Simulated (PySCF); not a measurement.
Isomers of C2H6F4Si2, one GFN2-xTB conformer each. Single-point energies are computed at PBE0/pcSseg-1 (PySCF, gas phase, no added dispersion term), electronic only.

```
                    SMILES  GFN2-xTB relative energy (kJ/mol)
 C[SiH2][Si@@H](F)C(F)(F)F                                0.0
FC(F)(F)C(F)([SiH3])[SiH3]                              119.7
```

Conformers: `[CH3:1][SiH2:2][Si@@H:3]([F:4])[C:5]([F:6])([F:7])[F:8]` with C1–Si2–Si3–F4 -161°.

**Question.** What does PBE0/pcSseg-1 give for the same structures?

**Answer.** 
| SMILES | PBE0/pcSseg-1 E (Eh) | PBE0/pcSseg-1 (kJ/mol) | GFN2-xTB (kJ/mol) | point group |
| --- | --- | --- | --- | --- |
| C[SiH2][Si@@H](F)C(F)(F)F | -1057.47009 | 0.0 | 0.0 | C1 |
| FC(F)(F)C(F)([SiH3])[SiH3] | -1057.38325 | 228.0 | 119.7 | Cs |

Both levels put the same isomer lowest. As drawn, the lower has an Si–F bond and an Si–Si bond, which the higher lacks.

**Question.** Which frontier levels, dipoles and rotational constants go with these structures?

**Answer.** 
```json
{"SMILES": "C[SiH2][Si@@H](F)C(F)(F)F", "HOMO (eV, PBE0/pcSseg-1)": "-8.86", "LUMO (eV)": "-1.18", "dipole (D)": "3.38", "A, B, C (MHz)": "1769, 1042, 783.0"}
{"SMILES": "FC(F)(F)C(F)([SiH3])[SiH3]", "HOMO (eV, PBE0/pcSseg-1)": "-8.90", "LUMO (eV)": "-0.07", "dipole (D)": "2.43", "A, B, C (MHz)": "1513, 1383, 1054"}
```
